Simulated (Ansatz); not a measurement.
Input for Ansatz (an electronic-structure program): R-B97M-V/def2-TZVPPD on C4H6O (a complex). Files ending in .json are basis or fitting sets from the Basis Set Exchange.

Ansatz 0.2 input:
```yaml
crystal:
  periodic: [false, false, false]
  atoms:
    - {symbol: C, position_ang: [-0.01675239, -0.47216050, 0.69100058]}
    - {symbol: O, position_ang: [-1.11399948, -0.44151384, 0.94078857]}
    - {symbol: C, position_ang: [1.41431267, -0.02724063, 3.78816110]}
    - {symbol: C, position_ang: [0.26373018, 0.54534597, 4.11860542]}
    - {symbol: C, position_ang: [-1.01518493, -0.18183879, 4.38251537]}
    - {symbol: H, position_ang: [1.50439024, -1.10361370, 3.69179026]}
    - {symbol: H, position_ang: [2.30680346, 0.55555344, 3.60094598]}
    - {symbol: H, position_ang: [0.22282692, 1.62846514, 4.20149203]}
    - {symbol: H, position_ang: [-1.79284456, 0.12836891, 3.67837786]}
    - {symbol: H, position_ang: [-0.88676239, -1.26139519, 4.29339334]}
    - {symbol: H, position_ang: [-1.39246076, 0.03830152, 5.38512996]}
basis:
  gaussian:
    orbitals: def2-TZVPPD.json
hamiltonian:
  xc: {name: B97M-V}
scf: {lower_state_search: off}
```

Output:

```
WARN ansatz: RAYON_NUM_THREADS=1 ignored (pool sized by the plan → 1); use --threads N
Functional definition: B97M-V
these checks for a lower state are left out or cut short: stability, starts, cluster_reference, orbital_swaps, neighbouring_geometries, increment
integrals: 0.21 GiB planned
1234 factors; their error is unknown
mean field: 1.75 GiB planned
mean field evaluation 1: about -6283.3842 eV, gradient 6.8e1 eV
mean field evaluation 2: about -6269.9197 eV, gradient 1.0e2 eV
mean field evaluation 4: about -6293.7337 eV, gradient 8.3e0 eV
mean field evaluation 8: about -6293.8842 eV, gradient 3.9e-1 eV
mean field evaluation 16: about -6293.8439 eV, gradient 9.2e-4 eV
mean field -6293.84391281 eV, -231.2944976750 hartree, gradient 3.8e-6 eV, S^2 0.000000; 0 other end points of the search recorded, 0 dependent functions left out
reference -6293.84398672 eV, -231.2945003912 hartree; 19, 19 occupied and 271, 271 virtual orbitals, 1234 factors
Total energy: -6293.84398672 eV, -231.2945003912 hartree
Checks for a lower state left out: stability, starts, cluster_reference, orbital_swaps, neighbouring_geometries, increment
```

Self-consistency was reached.

Cost: about 7 core-seconds (a rough figure).
